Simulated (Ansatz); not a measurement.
Two structures of SiH₆SeO, singlet, reached by relaxing down either side of one saddle point (PBE0-D4/def2-TZVP). Energies are electronic, without zero-point energy. Computed with Ansatz 0.2.0 (basis: def2-TZVPP and def2-QZVPP); correlated methods freeze the cores. Filled d shells of the heavier atoms are correlated. The def2 sets are not built for correlating such inner shells, so the correlated values are less sure here. Extrapolation: Hartree–Fock as exp(−7.88 √X), correlation as X^−2.97. First:

```xyz
9
angstrom
Si -1.2548 -0.9389 0.3257
O -0.4742 0.4976 0.5775
H -2.6014 -0.7217 -0.2685
H -0.3964 -1.6960 -0.6116
H -1.4212 -1.6922 1.5976
H 1.5626 0.8794 -0.1869
Se 2.9508 0.9911 -0.6591
H -0.8773 1.1343 1.1690
H 2.5118 1.5463 -1.9437
```

Second:

Si1  (-0.531, -0.895, -0.753)
O2  (0.507, 0.575, 2.167)
H3  (-1.069, -1.468, -2.013)
H4  (-0.073, -1.974, 0.149)
H5  (-1.572, -0.056, -0.116)
H6  (0.913, 0.883, 1.347)
Se7  (1.348, 0.341, -1.203)
H8  (-0.127, 1.256, 2.403)
H9  (0.604, 1.340, -1.982)
(Å)

Problem. Which bonds change from the first to the second?

Solution. SiH₄O ([OH][SiH3]) + H₂Se → SiH₄Se ([SiH3][SeH]) + H₂O; bonds formed: Si1–Se7, O2–H6; bonds broken: Si1–O2, H6–Se7.

Problem. Give the saddle point's structure and its height above each. (To be estimated.)

Solution. By the calculation: 30.07 kcal/mol above the first and 25.89 kcal/mol above the second (CCSD(T) at an estimated basis limit (MP2 extrapolated from triple and quadruple zeta, plus CCSD(T) − MP2 in triple zeta)).
```
9
angstrom
Si -0.5281 -0.7192 -0.0833
O 0.0946 0.4707 1.1961
H -1.1406 -0.2717 -1.3552
H 0.0956 -2.0564 -0.0279
H -1.7489 -0.8695 0.7940
H 0.8842 0.9130 0.6991
Se 1.7782 0.2572 -1.0358
H -0.5242 1.0296 1.6866
H 1.0890 1.2463 -1.8737
```

No T1 diagnostic of these runs exceeds 0.011.

Labels in which every atom is bracketed show which atoms are joined, not bond orders.

For scale, one of the runs: CCSD(T)/def2-TZVPP, 205 basis functions, launched by `ansatz run in.yaml --threads 4 --pin off --events-out ev --progress --plain --max-ram 9574MiB`. Time: 90 s of wall clock on 4 CPU threads of an Arm Neoverse V1; the host was shared. Peak host memory: 2.6 GiB.
